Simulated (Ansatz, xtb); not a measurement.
Two structures of CH3F2NZn

Structure a is a singlet given by its coordinates and structure b is `FC(F)[NH][ZnH]`, a singlet. Both are isolated molecules in the gas phase, relaxed with PBE0-D3(BJ)/def2-SVP; the shapes shown needn't be the lowest conformers.

a (Å):

```
atom    x (Å)    y (Å)    z (Å)
   C  -1.6014   0.3149  -0.9059
   F  -2.1804  -0.5144  -0.0700
   F  -0.8393   2.7325  -1.8611
   N  -0.9835  -0.0681  -1.9350
  Zn  -0.1558   1.5767  -3.0813
   H  -1.6765   1.3879  -0.6698
   H  -0.9645  -1.0803  -2.0748
   H   0.6336   1.2998  -4.3759
```

Close contacts (Å): C1–F2 1.31, C1–N4 1.26, F3–Zn5 1.81, N4–Zn5 2.17, C1–H6 1.10, N4–H7 1.02, Zn5–H8 1.54.

b (Å):

```xyz
8

C    -0.9881    2.3582    1.0374
F    -1.1671    3.6042    0.4908
F    -2.0668    1.6230    0.6064
N     0.1425    1.7040    0.5983
Zn   -0.1254    0.5968   -0.8548
H    -1.0793    2.4952    2.1316
H     1.0111    2.0870    0.9511
H    -0.2740   -0.3719   -2.0241
```

Energies in hartree; the thermal terms are from PBE0-D3(BJ)/def2-SVP harmonic frequencies (ideal gas, rigid rotor, one conformer each, 298.15 K, 1 atm) and include the zero-point energy:

|  | a | b |
| --- | --- | --- |
| E, CCSD(T)/def2-SVP | −2071.358051 | −2071.336550 |
| E, MP2/def2-SVP | −2071.333951 | −2071.313768 |
| E, MP2/def2-TZVPP | −2072.602226 | −2072.588963 |
| zero-point energy | 0.043778 | 0.045324 |
| H(298 K) − E | 0.051455 | 0.052353 |
| G(298 K) − E | 0.012250 | 0.014119 |

**Question.** Correct the CCSD(T) difference for the basis set by the MP2 change, then work out ΔE, ΔE₀, ΔH and ΔG for a → b in kJ/mol (1 Eh = 2625.50 kJ/mol) and the equilibrium ratio [b]/[a].

**Answer.** 1. Differences b − a: CCSD(T) +0.021501, MP2 in the small set +0.020183, MP2 in the large set +0.013263 Eh.
2. ΔE = +0.021501 + (+0.013263 − (+0.020183)) = +0.014581 Eh = +38.28 kJ/mol.
3. ΔE₀ = ΔE + ΔZPE = +0.014581 + (+0.001546) Eh = +42.34 kJ/mol.
4. ΔH = ΔE + (+0.000898) Eh = +40.64 kJ/mol.
5. ΔG = ΔE + (+0.001869) Eh = +43.19 kJ/mol, so ΔS = (ΔH − ΔG)/T = −8.6 J/(mol K).
6. kT = 0.9442 mEh, so K = [b]/[a] = exp(−ΔG/kT) = exp(−17.42) ≈ 2.7 × 10^−8.

Structure a is favoured at this temperature. An error of 4 kJ/mol in ΔG would change K by a factor of 5. The basis-set step is large, which makes the value less sure. Mirror images and further conformers aren't counted.

Other levels gave ΔE = +26.5 (PBE0-D3(BJ)/def2-SVP); +48.6 (HF/def2-SVP); +53.0 (MP2/def2-SVP); +56.5 (CCSD(T)/def2-SVP) kJ/mol. The correlated steps freeze 9 core orbitals; the last core shell of Zn is correlated, in a basis made for valence electrons. Programs: Ansatz 0.2.0.
